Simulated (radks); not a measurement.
Q: The potassium anion K-, configuration [Ar] 4s2. Method: scalar-relativistic Kohn-Sham, LDA (Slater exchange, VWN5 correlation), spin-unpolarised, spherical densities, finite nucleus; Fermi nuclear charge, rms radius 3.4349 fm; Watson sphere of charge +1 and radius 2.17 bohr; computed with a radial shooting solver on a logarithmic mesh with Libxc functionals. Some entries of the table are withheld. Estimate them.

orbital,occ.,eigenvalue (hartree),<1/r> (bohr^-1)
1s,2,-129.1523,18.67
2s,2,(1),3.786
2p,6,-10.40357,3.696
3s,2,-1.42684,1.099
3p,6,-0.82653,0.9579
4s,2,(2),(3)

A: 
(1) 2s eigenvalue (hartree): -13.05874
(2) 4s eigenvalue (hartree): -0.13653
(3) 4s <1/r> (bohr^-1): 0.3171
